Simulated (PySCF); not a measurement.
Single point on BiH⁺

State: ²Π (doublet), unpaired electrons π ↑.

An equivalent input (the run itself took its basis sets from the Basis Set Exchange, started from a PBE0 density and held the occupation σ 5α 5β, πx 2α 2β, πy 3α 2β, δx 1α 1β, δy 1α 1β):

```python
from pyscf import gto, scf, cc
mol = gto.M(atom='Bi 0 0 0; H 0 0 1.787', basis={'Bi': 'def2-TZVP', 'H': 'def2-TZVP'}, ecp={'Bi': 'def2-TZVP'},
            charge=1, spin=1, verbose=4, symmetry='C2v')
mf = scf.UHF(mol)
mf.irrep_nelec = {'A1': (6, 6), 'A2': (1, 1), 'B1': (2, 2), 'B2': (3, 2)}
mf.conv_tol = 1e-9
mf.max_cycle = 60
mf.diis_space = 10
mf.kernel()
mycc = cc.CCSD(mf, frozen=[[0, 1, 2, 3, 51, 52, 53, 54, 55], [0, 1, 2, 3, 51, 52, 53, 54, 55]])
mycc.run(conv_tol=1e-7, conv_tol_normt=1e-5, max_cycle=80, diis_space=8)
et = mycc.ccsd_t()
```

The SCF ended at -213.84568889 hartree. The coupled-cluster part of the log:

```
******** <class 'pyscf.cc.uccsd.UCCSD'> ********
CC2 = 0
CCSD nocc = (8, 7), nmo = (47, 47)
frozen orbitals [[0, 1, 2, 3, 51, 52, 53, 54, 55], [0, 1, 2, 3, 51, 52, 53, 54, 55]]
max_cycle = 80
direct = 0
conv_tol = 1e-07
conv_tol_normt = 1e-05
diis_space = 8
diis_start_cycle = 0
diis_start_energy_diff = 1e+09
Init t2, MP2 energy = -0.376611254239752
Init E_corr(UCCSD) = -0.376611254239925
cycle = 1  E_corr(UCCSD) = -0.350021980105059  dE = 0.0265892741  norm(t1,t2) = 0.0665554
cycle = 2  E_corr(UCCSD) = -0.359622505624453  dE = -0.00960052552  norm(t1,t2) = 0.0195925
cycle = 3  E_corr(UCCSD) = -0.359886629898575  dE = -0.000264124274  norm(t1,t2) = 0.00886169
cycle = 4  E_corr(UCCSD) = -0.360815874462277  dE = -0.000929244564  norm(t1,t2) = 0.00305697
cycle = 5  E_corr(UCCSD) = -0.360778187793896  dE = 3.76866684e-05  norm(t1,t2) = 0.00106264
cycle = 6  E_corr(UCCSD) = -0.360746730217449  dE = 3.14575764e-05  norm(t1,t2) = 0.000411913
cycle = 7  E_corr(UCCSD) = -0.360767519965769  dE = -2.07897483e-05  norm(t1,t2) = 0.000162758
cycle = 8  E_corr(UCCSD) = -0.360767215235436  dE = 3.04730333e-07  norm(t1,t2) = 3.10926e-05
cycle = 9  E_corr(UCCSD) = -0.360766461788358  dE = 7.53447078e-07  norm(t1,t2) = 7.56395e-06
cycle = 10  E_corr(UCCSD) = -0.36076658059969  dE = -1.18811332e-07  norm(t1,t2) = 1.95456e-06
cycle = 11  E_corr(UCCSD) = -0.360766582166704  dE = -1.56701374e-09  norm(t1,t2) = 8.16518e-07
UCCSD converged
E(UCCSD) = -214.2064554722851  E_corr = -0.3607665821667036
UCCSD(T) correction = -0.00613401455265748
```

T1 diagnostic 0.011, D1 0.041, 15 electrons correlated, 5 of the virtual orbitals (those above 20 hartree) left out.

Repeating this along the bond gives Re = 1.787 Å and ωe = 1861 cm⁻¹.

A point of this curve took 12 CPU seconds beside 0.27 for the integrals (shared host).

Correlated steps freeze 4 core orbitals. Spin–orbit coupling is left out, which matters for elements this heavy, above all for dissociation energies. The state was picked by a PBE0 search and need not be the measured ground state.
